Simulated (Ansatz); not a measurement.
`FB(F)F` + `N=C=O` → `O=C=NB(F)F` + H–F at 500 K and 1 bar (ligand exchange at a B–F bond).

Gas-phase electronic energies from Ansatz, PBE0-D4/def2-TZVP geometries. CCSD(T)/CBS adds triple-zeta CCSD(T) − MP2 to the extrapolated MP2 energy (def2 sets, frozen cores). This one scheme is used for every species. One conformer a species, not always the lowest.

```json
{"species": "`FB(F)F`", "CCSD(T)/CBS energy (Eh)": "-324.35731", "H − E (kJ/mol)": "56.2", "S (J/(mol·K))": "283.8"}
{"species": "`N=C=O`", "CCSD(T)/CBS energy (Eh)": "-168.51995", "H − E (kJ/mol)": "77.7", "S (J/(mol·K))": "264.2"}
{"species": "`O=C=NB(F)F`", "CCSD(T)/CBS energy (Eh)": "-392.46591", "H − E (kJ/mol)": "97.3", "S (J/(mol·K))": "366.1"}
{"species": "H–F", "CCSD(T)/CBS energy (Eh)": "-100.39570", "H − E (kJ/mol)": "39.4", "S (J/(mol·K))": "188.7"}
```

H − E and S are ideal-gas, rigid-rotor, harmonic terms from PBE0-D4/def2-TZVP, for one conformer and one mirror image of each species. 1 Eh = 2625.50 kJ/mol, R = 8.31446 J/(mol·K).

**Question.** By hand: ΔE, ΔH, ΔS and ΔG.

**Answer.** ΔE = (-392.46591) + (-100.39570) − (-324.35731) − (-168.51995) = 0.01565 Eh = 41.1 kJ/mol. Δ(H − E) = 97.3 + 39.4 − 56.2 − 77.7 = 2.8, so ΔH = 43.9 kJ/mol. ΔS = 366.1 + 188.7 − 283.8 − 264.2 = 6.8 J/(mol·K). ΔG = 43.9 − 500 × (6.8)/1000 = 40.5 kJ/mol.

**Question.** By hand: the equilibrium constant, and the temperature at which ΔG would vanish if ΔH and ΔS stayed fixed.

**Answer.** log₁₀ K = −ΔG/(RT ln 10) = -4.2. ΔG = 0 at ΔH/ΔS = 6456 K, far beyond where these terms or the molecules hold.

The number of gas molecules stays the same, so ΔS is small and ΔH decides. A doubt of 5 kJ/mol in ΔE shifts log₁₀ K by 0.5 here. Other conformers and mirror images would add mixing entropy, several J/(mol·K) or more a flexible species. These are equilibria of isolated gas molecules and say nothing of rates. Largest T1 diagnostic: 0.018 (customary marks: 0.02 for closed shells, 0.045 for open ones).
